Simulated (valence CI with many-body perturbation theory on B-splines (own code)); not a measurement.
**Which ion has this spectrum?**

A relativistic CI+MBPT calculation for an atom or ion with 6 electrons gives these levels (eV):

```
J  Parity       E     g
0    even     0.0      
1    even  1502.3  1.47
2    even  1520.6  1.13
2     odd  1811.3  1.49
1     odd  1901.0  1.11
2    even  3048.0  1.29
0    even  3112.2      
2     odd  3284.4  1.55
3     odd  3329.3  1.29
0     odd  3393.9      
1     odd  3417.0  1.30
2     odd  3426.0  1.04
1     odd  3430.6  1.29
2    even  3752.8  1.30
```

The energies are calculated, and their last digits are not significant.

Problem. Which is it?
A. Re69+
B. Os70+
C. Ir71+
D. Hf66+

Solution. A. Re69+, ground level (2s^2 2p1/2^2) J=0.
